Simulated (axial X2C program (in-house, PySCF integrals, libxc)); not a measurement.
## Low determinants of GaSe⁻ at the PBE0 level, with spin–orbit coupling

Calculated with an in-house relativistic program for diatomic molecules. Two-component (2c) means X2C with spin–orbit coupling and atomic mean-field two-electron Coulomb and Gaunt terms. Basis: Se dyall-acv3z [9s10p7d5f1g], Ga dyall-acv3z [10s10p8d5f1g] (cores contracted in-house); Gaussian nuclei, density fitting, unrestricted open shells. Masses: Se 79.917 u, Ga 68.926 u.

Search at 2.240 Å (vertical energies from the lowest determinant):

| ΔE (eV) | state | electrons beyond evenly filled partner blocks | electrons in ±ω = 1/2, 3/2, 5/2, 7/2 |
| --- | --- | --- | --- |
| 0.00 | Ω = 0 | none | 44 18 4 0 |
| 2.40 | Ω = 2 | ω = 1/2, ω = 3/2 | 43 19 4 0 |
| 2.57 | Ω = 1 | 2 × ω = 1/2 | 44 18 4 0 |
| 2.62 | Ω = 1 | ω = -1/2, ω = 3/2 | 43 19 4 0 |
| 2.92 | Ω = 1 | ω = -1/2, ω = 3/2 | 45 17 4 0 |
| 2.97 | Ω = 3 | 2 × ω = 3/2 | 44 18 4 0 |
| 2.99 | Ω = 2 | ω = 1/2, ω = 3/2 | 45 17 4 0 |

Lowest determinant, Ω = 0 (closed shell): Re = 2.256 Å, ωe = 315.8 cm⁻¹.

The determinant in row 2 of the search, Ω = 2 (⟨Sz⟩ = 0.99, ⟨Lz⟩ = 1.01 at PBE0), was followed along the bond at PBE0; measured from the minimum of the lowest determinant it gives:

Te = 2.387 eV (19254 cm⁻¹), Re = 2.296 Å, ωe = 244.7 cm⁻¹.

Question: Compare the bond of the determinant in row 2 with that of the lowest one.

Answer: At PBE0 its Re is 0.040 Å longer and its force constant, which goes as ωe², is 0.60 times that of the lowest determinant. T0 ≈ Te + Δωe/2 = 19254 + (-36) = 19218 cm⁻¹.

The search compares states at one distance, so a state with another bond length can lie lower; it is not exhaustive and yields mostly the lowest determinant of each block pattern, so other components and higher states of one pattern are missing. These are energies of single determinants, not of spin-adapted states; PBE0 term energies can be off by some tenths of an eV, and the functional has no current term. Open-shell Ω = 0 determinants with evenly filled partner blocks cannot be reached by this program, so the Ω shown need not be the lowest component. For an anion, determinants above electron detachment are held by the basis set. Row 2 has a positive highest level at its minimum.
